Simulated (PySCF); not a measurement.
**Field gradients at the hydrogen positions**

C8H7F.
Cartesian coordinates in Å at the PBE0-D3(BJ)/def2-TZVP level; atoms count from 1:
```xyz
16
C8H7F angstrom
C      2.3447   -1.5125    0.6766
C      1.8299   -0.5897   -0.1312
C      0.4611   -0.0741   -0.1252
C      0.1407    1.0103   -0.9424
C     -1.1370    1.5450   -0.9702
C     -2.1064    0.9787   -0.1687
F     -3.3467    1.4813   -0.1870
C     -1.8344   -0.1017    0.6516
C     -0.5537   -0.6201    0.6650
H      3.3780   -1.8191    0.5775
H      1.7687   -1.9900    1.4613
H      2.4777   -0.1469   -0.8844
H      0.9123    1.4459   -1.5678
H     -1.3868    2.3876   -1.6025
H     -2.6245   -0.5235    1.2603
H     -0.3429   -1.4735    1.2980
```

Level: PBE0/pcSseg-2 (PySCF, non-relativistic); Q(2H) = 0.00286 b; rigid geometry, the same for H and D, with no vibrational averaging.

Problem. What are Vzz, η and χzz (234.96 MHz × Q × Vzz) at all hydrogens?

Solution. 
```csv
atom,bonded to,bond length (Å),Vzz (au),η,χzz (kHz)
H10,C1,1.082,0.3012,0.06,202
H11,C1,1.084,0.2985,0.06,201
H12,C2,1.088,0.2886,0.07,194
H13,C4,1.085,0.2932,0.07,197
H14,C5,1.083,0.2965,0.07,199
H15,C8,1.083,0.2959,0.07,199
H16,C9,1.083,0.2955,0.07,199
```

Problem. Give the 2H NMR doublet splittings at H14 for a magnetic field along the z, y and x axes of the gradient: 3χ/2, 3χ(1 + η)/4, 3χ(1 − η)/4.

Solution. With |χ| = 199.3 kHz and η = 0.067: 299, 159 and 139 kHz, to first order and without motion.

Isolated species at its PBE0-D3(BJ)/def2-TZVP geometry (one conformer only).

These values come from a run that also computed NMR shieldings. The run took 3.3 min wall, 5.8 min CPU on Intel Xeon at 2.50 GHz, 2 threads, shared host with 64 logical CPUs at a one-minute load of 56, and the process peaked at 2.9 GiB of memory.
